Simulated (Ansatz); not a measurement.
Molecule: C4H7Cl2, charge 0, multiplicity 2. It need not be the lowest isomer of its formula. 
Coordinates optimised at B3LYP-D3(BJ)/def2-TZVP (Ansatz, a quantum-chemistry and plane-wave program):
```
C
H 1 1.0882
C 1 1.5145 2 110.95
H 3 1.0890 1 110.96 2 57.43
H 3 1.0908 4 108.46 1 -122.00
H 3 1.0929 4 108.47 5 -117.65
C 1 1.5341 2 109.53 3 -125.23
H 7 1.0928 1 108.67 2 -174.29
H 7 1.0960 8 107.56 1 115.19
C 7 1.4805 8 108.89 9 118.79
H 10 1.0782 7 123.47 8 32.55
Cl 10 1.7164 11 114.77 7 -160.43
Cl 1 1.8229 2 104.35 7 -116.92
```
Charge 0, spin multiplicity 2.

Property: atomisation energy (electronic, to ground-state atoms), in eV. Valence correlation only, unless marked. UHF or UKS for open shells. No spin-orbit coupling. Non-relativistic unless marked X2C. The coupled-cluster limit lacks core correlation, which all-electron functionals hold. CBS marks a two-point X^-3 extrapolation of the correlation energy; Hartree-Fock from the larger set.

```
level                        program  atomisation energy (eV)
--------------------  --------------  -----------------------
HF/6-31G*                     Ansatz                    37.25
PBE/def2-TZVPD                Ansatz                    51.29
revPBE-D4/def2-TZVPD  Ansatz + dftd4                    50.43
r2SCAN/def2-TZVPD             Ansatz                    50.54
```

Problem. Predict the CCSD(T)/CBS(cc-pV(T+d)Z,cc-pV(Q+d)Z) result (Ansatz).

Solution. 50.16 eV, so r2SCAN/def2-TZVPD differs from it by 0.38 eV.
